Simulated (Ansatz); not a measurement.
**Relative stability**

The two ends of one reaction step of Zn2SiH2O3F4, closed shell (PBE0-D4/def2-TZVP).

A:

```
12
angstrom
Si 1.8450 -1.3267 -1.2013
F 2.1424 1.9469 1.0657
F 2.4589 -0.9349 -2.5947
F 2.8244 -2.3634 -0.5389
F 0.4804 -2.0720 -1.4757
H 2.4446 1.2398 0.5105
O 1.6200 -0.0557 -0.2774
Zn 0.1969 0.7546 0.5376
O -1.2901 1.3549 1.2379
Zn -2.9739 0.9310 0.9737
O -4.6970 0.6655 0.6911
H -5.0515 -0.1399 1.0717
```

B:

```
12
angstrom
Si 2.3443 -0.5698 -0.7233
F 3.8465 0.0133 -0.5582
F 2.2754 -0.4863 -2.3033
F 2.6058 -1.9769 -0.0459
F 0.5803 -0.9611 -0.7237
H 2.3799 1.3624 0.5457
O 1.7272 0.7344 0.2266
Zn -0.2079 0.4956 0.3461
O -1.7161 1.1540 0.9685
Zn -3.3555 0.5204 0.9387
O -5.0228 -0.0444 1.0802
H -5.4571 -0.2417 0.2485
```

Ansatz 0.2.0; basis: def2-TZVPP; cores frozen in the correlated methods. The 3s and 3p shells of Cu and Zn are frozen; filled d shells are correlated. B3LYP uses VWN-RPA correlation.

**Question.** Which structure is lower at CCSD(T), and by how much? (Judge from chemistry; the value comes from the calculation.)

**Answer.** The calculation gives: B, by 0.197 eV (electronic energy, against the other). By their contacts, A is a complex of Zn₂SiHO₃F₃ ([OH][Zn][O][Zn][O][Si]([F])([F])[F]) + HF and B is Zn₂SiH₂O₃F₄ ([OH][Zn][O][Zn]1[OH][Si]([F])([F])([F])[F]1).

All methods give the same order:

| method | E(B) − E(A) (eV) |
| --- | --- |
| SPW92 | -0.336 |
| PBE-D4 | -0.102 |
| BLYP-D4 | -0.009 |
| r2SCAN-D4 | -0.250 |
| B97M-V | -0.242 |
| PBE0-D4 | -0.194 |
| B3LYP-D4 | -0.109 |
| r2SCAN0-D4 | -0.297 |
| BHLYP-D4 | -0.233 |
| CAM-B3LYP-D4 | -0.204 |
| wB97X-V | -0.252 |
| wB97M-V | -0.268 |
| B2PLYP | -0.130 |
| PBE-QIDH | -0.236 |
| RPA on PBE | -0.170 |
| HF | -0.212 |
| MP2 | -0.128 |
| CCSD | -0.208 |
| CCSD(T) | -0.197 |

No T1 diagnostic of these runs exceeds 0.016.

Labels in which every atom is bracketed show which atoms are joined, not bond orders.

For scale, one of the runs: CCSD(T)/def2-TZVPP, 415 basis functions, launched by `ansatz run in.yaml --threads 4 --pin off --events-out ev --progress --plain --max-ram 66560MiB --backend cuda --devices 0, --max-vram 37GiB`. Hardware: 4 CPU threads of an AMD EPYC 7R13 and a share of one NVIDIA H100, shared host. Wall time 3.1 min; peak host memory 1.7 GiB.
